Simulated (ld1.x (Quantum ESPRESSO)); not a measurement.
**Scattering properties, RRKJ potential for sulfur**

- Element: sulfur
- Generator: ld1.x (Quantum ESPRESSO) 7.5
- Type: norm-conserving RRKJ (Kleinman–Bylander form)
- Functional: BLYP
- Relativity: scalar-relativistic
- Frozen core: [Ne]
- Valence charge: 6
- Reference configuration: 3s1.5 3p4.5
- Partial waves: 3s (bound): rc 1.25 bohr; 3p (bound): rc 1.40 bohr
- Local potential: all-electron potential smoothed inside 1.05 bohr (lloc = -1)
- Core correction: none

The phase is arctan(r·u′/u) with u = r·R(r), unwrapped; energies in Ry, scanned from -3 to 5 Ry. A pole is an energy at which the radial function vanishes at the test radius. The pseudo phase is shifted by a multiple of π to meet the all-electron one at the reference energy, and phase errors are pseudo minus all-electron; the curves can meet again beyond the range given. Levels narrower than the energy grid can be missing from the lists of poles.

Problem. For each channel, where are the poles, and over which energies does the pseudopotential scatter like the atom?

Solution.

```tsv
channel	radius (bohr)	reference energy (Ry)	poles, all-electron	poles, pseudo	unbroken range about the reference energy with phases within 0.05 rad	phase error 1 Ry above the reference energy (rad)
s	1.54	-1.28	3.92	1.38	below 0.6	-0.014
p	1.54	-0.52	none	4.32	the whole range	-0.008
```

Phases in the p channel:

```
E (Ry)  all-electron  pseudo
 -3.00         1.062   1.057
 -2.76         1.029   1.024
 -2.52         0.991   0.986
 -2.28         0.945   0.940
 -2.04         0.890   0.885
 -1.80         0.824   0.819
 -1.56         0.742   0.738
 -1.32         0.640   0.637
 -1.08         0.513   0.512
 -0.84         0.356   0.356
 -0.60         0.168   0.168
 -0.36        -0.047  -0.047
 -0.12        -0.272  -0.273
  0.12        -0.485  -0.489
  0.36        -0.672  -0.679
  0.60        -0.828  -0.837
  0.84        -0.953  -0.964
  1.08        -1.053  -1.067
  1.32        -1.135  -1.149
  1.56        -1.201  -1.217
  1.80        -1.256  -1.274
  2.04        -1.302  -1.321
  2.28        -1.341  -1.361
  2.52        -1.375  -1.397
  2.76        -1.404  -1.428
  3.00        -1.430  -1.455
  3.24        -1.453  -1.480
  3.48        -1.473  -1.503
  3.72        -1.492  -1.524
  3.96        -1.509  -1.543
  4.20        -1.525  -1.562
  4.44        -1.540  -1.580
  4.68        -1.553  -1.597
  4.92        -1.566  -1.614
```
